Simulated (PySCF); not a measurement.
Isomers of C5H9NO3Si, mass 159.035 u with the commonest isotopes. Method used: PBE0/pcSseg-1 in PySCF (dipole) on a GFN2-xTB geometry, gas phase. One conformer each, none proved a minimum here; rigid rotors.

Question: Order these by rotational constant A, largest first.
A. `[NH2:1][C:2](=[O:3])[CH2:4][C@H:5]1[O:6][CH2:7][C:8](=[O:9])[SiH2:10]1` with H–N1–C2–O3 1° and 179°, N1–C2–C4–C5 -159°, C2–C4–C5–O6 -157°, C4–C5–O6–C7 166°, C5–O6–C7–C8 -41°, O6–C7–C8–O9 -166°, C7–C8–Si10–C5 7°
B. `[CH3:1][C:2](=[O:3])[C@@H:4]1[CH2:5][Si@H:6]([C:7]([NH2:8])=[O:9])[O:10]1` with C1–C2–C4–C5 -100°, C5–Si6–C7–N8 -54°, Si6–C7–N8–H -2° and -178°
C. `[CH2:1]=[N:2][C:3](=[CH2:4])[O:5][SiH2:6][O:7][C:8]([CH3:9])=[O:10]` with C1–N2–C3–C4 -43°, N2–C3–O5–Si6 6°, C3–O5–Si6–O7 180°, O5–Si6–O7–C8 -177°, Si6–O7–C8–C9 180°

Answer: C (3412 MHz), A (2792 MHz), B (2272 MHz).

Question: Order these by rotational constant C, smallest first.
A. `[CH2:1]=[N:2][C:3](=[CH2:4])[O:5][SiH2:6][O:7][C:8]([CH3:9])=[O:10]` with C1–N2–C3–C4 -43°, N2–C3–O5–Si6 6°, C3–O5–Si6–O7 180°, O5–Si6–O7–C8 -177°, Si6–O7–C8–C9 180°
B. `[CH3:1][C:2](=[O:3])[C@@H:4]1[CH2:5][Si@H:6]([C:7]([NH2:8])=[O:9])[O:10]1` with C1–C2–C4–C5 -100°, C5–Si6–C7–N8 -54°, Si6–C7–N8–H -2° and -178°
C. `[NH2:1][C:2](=[O:3])[CH2:4][C@H:5]1[O:6][CH2:7][C:8](=[O:9])[SiH2:10]1` with H–N1–C2–O3 1° and 179°, N1–C2–C4–C5 -159°, C2–C4–C5–O6 -157°, C4–C5–O6–C7 166°, C5–O6–C7–C8 -41°, O6–C7–C8–O9 -166°, C7–C8–Si10–C5 7°

Answer: A (449.1 MHz), C (577.5 MHz), B (649.1 MHz).

Question: Order these by rotational constant B, largest first.
A. `[NH2:1][C:2](=[O:3])[CH2:4][C@H:5]1[O:6][CH2:7][C:8](=[O:9])[SiH2:10]1` with H–N1–C2–O3 1° and 179°, N1–C2–C4–C5 -159°, C2–C4–C5–O6 -157°, C4–C5–O6–C7 166°, C5–O6–C7–C8 -41°, O6–C7–C8–O9 -166°, C7–C8–Si10–C5 7°
B. `[CH2:1]=[N:2][C:3](=[CH2:4])[O:5][SiH2:6][O:7][C:8]([CH3:9])=[O:10]` with C1–N2–C3–C4 -43°, N2–C3–O5–Si6 6°, C3–O5–Si6–O7 180°, O5–Si6–O7–C8 -177°, Si6–O7–C8–C9 180°
C. `[CH3:1][C:2](=[O:3])[C@@H:4]1[CH2:5][Si@H:6]([C:7]([NH2:8])=[O:9])[O:10]1` with C1–C2–C4–C5 -100°, C5–Si6–C7–N8 -54°, Si6–C7–N8–H -2° and -178°

Answer: C (779.0 MHz), A (703.3 MHz), B (506.0 MHz).

```tsv
SMILES	point group	Ia (u·Å²)	Ib (u·Å²)	Ic (u·Å²)	κ	μa (D)	μb (D)	μc (D)
CC(=O)[C@@H]1C[Si@H](C(N)=O)O1	C1	222.43	648.73	778.60	-0.84	5.12	0.89	1.40
C=NC(=C)O[SiH2]OC(C)=O	C1	148.12	998.69	1125.37	-0.96	2.38	0.82	1.17
NC(=O)C[C@H]1OCC(=O)[SiH2]1	C1	181.01	718.62	875.10	-0.89	6.81	2.86	0.35
```
